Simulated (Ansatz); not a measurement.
A nudged elastic band was laid between two geometries of C2H6BFS (11 atoms, charge 0, multiplicity 1).

These are results of RKS B3LYP/def2-SVP (Ansatz), not measurements.

- movable images: 7
- climbing image: yes
- spring: 5.0 eV/Å²
- optimiser: quadratic models (default)
- start path: through a guess of the saddle point
- force threshold: 0.05 eV/Å
- iteration limit: 60
- end points: relaxed

Image 0:

```xyz
11
Properties=species:S:1:pos:R:3
B 0.491 -0.151 1.109
C -0.175 0.433 -0.194
C -0.880 -0.611 -1.076
S 1.973 0.504 1.937
H 2.218 1.490 1.045
F -0.073 -1.198 1.719
H 0.552 1.018 -0.784
H -0.918 1.176 0.162
H -1.391 -0.139 -1.930
H -0.163 -1.344 -1.484
H -1.634 -1.176 -0.505
```

Image 8:

```xyz
11
Properties=species:S:1:pos:R:3
B 0.884 -0.521 2.610
C -0.101 0.851 -0.715
C -0.643 -0.472 -1.257
S 2.458 -0.301 2.909
H 0.893 0.725 -0.255
F -0.366 -0.699 2.372
H 0.005 1.603 -1.514
H -0.771 1.278 0.049
H -1.630 -0.341 -1.730
H 0.031 -0.905 -2.015
H -0.760 -1.219 -0.455
```

Which bonds break or form, and what moves?

Bonds broken: B1–C2, S4–H5. Bonds formed: C2–H5. C2H6BFS becomes BFS + C2H6.

Give the energies along the band, and the barrier.

The run converged. The highest image is number 4 of 0 to 8, 235.8 kJ/mol above the first end and 167.5 kJ/mol above the last; the last end lies 68.3 kJ/mol above the first. Neighbouring images differ by up to 1.6 eV, so the band resolves the path poorly. A vibrational analysis at the climbing image gives one clearly imaginary mode, 1197i cm⁻¹: a first-order saddle point. The orbitals stay closed-shell, which can raise the energy where a bond breaks towards radicals; this wasn't checked here.

```tsv
image	path coordinate (Å)	energy (kJ/mol)	B1–C2 (Å)	S4–H5 (Å)	C2–H5 (Å)
0	0.00	0.0	1.58	1.35	2.89
1	0.68	0.3	1.57	1.35	2.91
2	1.35	5.0	1.57	1.35	2.67
3	2.03	85.3	1.61	1.38	1.97
4	2.71	235.8	1.81	1.80	1.36
5	3.40	136.4	2.42	2.32	1.12
6	4.10	82.2	3.01	2.74	1.10
7	4.80	69.9	3.46	3.20	1.10
8	5.49	68.3	3.73	3.68	1.10
```

What is the geometry of the highest image?


```xyz
11
Properties=species:S:1:pos:R:3
B 0.573 -0.059 1.381
C -0.114 0.588 -0.165
C -0.630 -0.565 -1.026
S 2.203 0.330 1.753
H 1.154 0.582 0.314
F -0.386 -0.798 1.933
H 0.393 1.349 -0.792
H -0.905 1.156 0.354
H -1.277 -0.191 -1.835
H 0.204 -1.113 -1.491
H -1.213 -1.278 -0.426
```

The band took 13 iterations and about 3 core-minutes.

Run time: 100 s on 2 threads of AMD EPYC 9R45 96-Core Processor (Zen 5), with other jobs on the host, peak memory 0.24 GiB.
